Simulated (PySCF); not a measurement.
Basis-set dependence of the ionisation energy of Dy

Dy [Xe] 4f10 6s2 (high-spin determinant) → Dy⁺ [Xe] 4f10 6s1 (high-spin determinant). All values are computed (PySCF 2.14, energy differences of UHF-based or UKS calculations, no spin-orbit coupling). Values in eV.

| basis | Hamiltonian | functions | UHF | r2SCAN | PBE0 | MP2 (valence) |
| --- | --- | --- | --- | --- | --- | --- |
| cc-pVDZ-X2C | spin-free X2C | 84 | 4.863 | 5.720 | 5.862 | 5.818 |
| ANO-RCC-VTZP | spin-free X2C | 104 | 4.864 | 5.660 | 5.792 | 5.793 |
| x2c-TZVPPall | spin-free X2C | 113 | 4.853 | 5.616 | 5.763 | 5.809 |
| x2c-TZVPPall with one added diffuse shell each of s, p, d, f type | spin-free X2C | 129 | 4.859 | 5.669 | 5.805 | 5.862 |

Frozen in the all-electron rows: valence: [Kr] 4d10.

Both determinants mix LS terms of the configuration, so the numbers do not refer to single terms; with the open shell unchanged, much of this cancels in the difference.

Between the lowest levels the reference is 5.939 eV (measured; NIST Atomic Spectra Database, ionization energies); it includes spin-orbit coupling, which these numbers lack.
